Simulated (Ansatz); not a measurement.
Isolated molecules relaxed with PBE0-D4/def2-TZVP in Ansatz; ΔE leaves out vibrations. CBS: MP2 limit from def2 TZ/QZ plus the TZ coupled-cluster correction, frozen cores. Functionals use def2-TZVPP. One conformer a species, not always the lowest.

Reaction (cleavage of the Si–Si bond): `C=C(N)[SiH2][SiH3]` + `C=C[Si](N)(O)F` → `C=C[Si](N)(F)O[SiH3]` + `C=C(N)[SiH3]`

| level | ΔE (kcal/mol) |
| --- | --- |
| PBE0 | -19.9 |
| HF/def2-QZVPP | -32.6 |
| SCS-MP2/def2-QZVPP | -27.4 |
| HF/CBS(def2) | -32.7 |

**Question.** What does CCSD(T)/CBS give? (Estimate.)

**Answer.** Computed: -24.2 kcal/mol. The listed levels differ from it by 4.3, -8.4, -3.2, -8.5 kcal/mol.

Largest T1 diagnostic among the species: 0.013.

In def2-TZVPP, CCSD(T) changes the Hartree–Fock value by +7.8 kcal/mol (the triples alone add +1.1 kcal/mol) and MP2 by +6.3 kcal/mol. From PBE to PBE0 (25 % exact exchange), in def2-TZVPP and without D4, ΔE moves by −2.2 kcal/mol.
